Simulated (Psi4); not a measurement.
A dimer, CH3Cl ··· H4Si (SMILES CCl and [SiH4]); the first 5 atoms form monomer A.

```
10

C     -0.1538    -0.0004     0.0011
Cl     1.6405     0.0046    -0.0120
H     -0.4875    -0.4769     0.9179
H     -0.5004    -0.5554    -0.8653
H     -0.4988     1.0282    -0.0416
Si    -3.1804    -3.2081     3.2985
H     -4.0391    -2.5396     2.2949
H     -2.5764    -2.1901     4.1876
H     -2.1077    -3.9592     2.6081
H     -3.9983    -4.1434     4.1033
```

Problem. What interaction energy does SAPT0/jun-cc-pVDZ, frozen core (Psi4) give, and which attractive term is the largest?

Solution. Total -0.17 kJ/mol: electrostatics 0.28, exchange 0.03, induction -0.03, dispersion -0.45. The most attractive term is dispersion.
